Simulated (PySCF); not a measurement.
Property card for `C=C[C@H](C)C#CC`

C₇H₁₀.
Numbering: `[CH2:1]=[CH:2][C@H:3]([CH3:4])[C:5]#[C:6][CH3:7]` (hydrogens: H8, H9 on C1; H10 on C2; H11 on C3; H12, H13, H14 on C4; H15, H16, H17 on C7)

Some functional groups and rings: alkyne and C=C double bond.

**GFN2-xTB geometry**

- Point group of the GFN2-xTB geometry: C1
- Rotational constants A, B, C of the GFN2-xTB geometry: 4.570, 1.370, 1.119 GHz

PBE0/def2-SVPD ground state and vertical TDDFT (core frozen in the response) (PySCF):

- Dipole moment: 0.44 D
- HOMO energy: -7.15 eV
- LUMO energy: 0.23 eV
- HOMO–LUMO gap: 7.38 eV
- Lowest singlet excitation: 6.18 eV (201 nm, f = 0.003)
- Strongest line among the 6 lowest singlet transitions: S2 at 6.33 eV (196 nm, f = 0.076)
- Lowest triplet excitation (Tamm–Dancoff): 4.47 eV
- Static isotropic polarisability: 85.6 au
- Electronic spatial extent ⟨r²⟩ about the centre of nuclear charge: 1095 bohr²

**PBE0/pcSseg-1 ground state and GIAO shieldings, non-relativistic (PySCF)**

* Lowest Hirshfeld atomic charge: -0.11 e on C1/C4
* Highest Hirshfeld atomic charge: +0.06 e on H15/H16/H17
* 13C chemical shifts (computed TMS as zero) by class: 151.3 (C2), 119.6 (C1), 88.1 (C5), 84.9 (C6), 35.6 (C3), 25.2 (C4), 4.8 (C7) ppm
* 1H chemical shifts (computed TMS as zero) by class: 5.99 (H10), 5.29 (H8), 5.17 (H9), 2.93 (H11), 1.97 (H15/H16/H17), 1.24 (H12/H13/H14) ppm
* Mayer bond orders between heavy atoms: C1–C2 1.99, C2–C3 1.00, C3–C4 1.02, C3–C5 0.99, C5–C6 2.64, C6–C7 1.22

Monoisotopic mass (most abundant isotopes): 94.0783 u.

The principal polarisabilities are 65.7, 78.0 and 113.2 au; their mean is the isotropic value. With B = h/(8π²I), that is 505.379 GHz u Å² over I, the principal moments of inertia are 110.6, 369.0 and 451.8 u Å² (most abundant isotopes). S1 lies 1.20 eV below the HOMO–LUMO gap; its leading configuration is HOMO−1→LUMO, weight 0.84. The rotational constants make it an asymmetric top with κ = (2B − A − C)/(A − C) = -0.85, nearer the prolate limit (−1). No computed singlet falls in the visible range (750 to 380 nm, 1.65 to 3.26 eV); S1 lies 2.92 eV above its blue end. The vertical singlet–triplet gap S1 − T1 is 1.71 eV (TDDFT singlet less Tamm–Dancoff triplet; S1: HOMO−1→LUMO, weight 0.84; T1: HOMO−2→LUMO, weight 0.59, beside HOMO→LUMO, weight 0.32). The polarisability is 12.69 Å³ as a volume (1 au = 0.148185 Å³), or 1.65 au for each of the 52 electrons.

Isolated species at its GFN2-xTB geometry (one conformer only). NMR classes are plain means over equivalent atoms (diastereotopic ones count apart unless rotation or inversion swaps them), as if these changed places fast; in this geometry the members of some classes differ.

Conformer computed: `[CH2:1]=[CH:2][C@H:3]([CH3:4])[C:5]#[C:6][CH3:7]`: C1–C2–C3–C4 -119°.
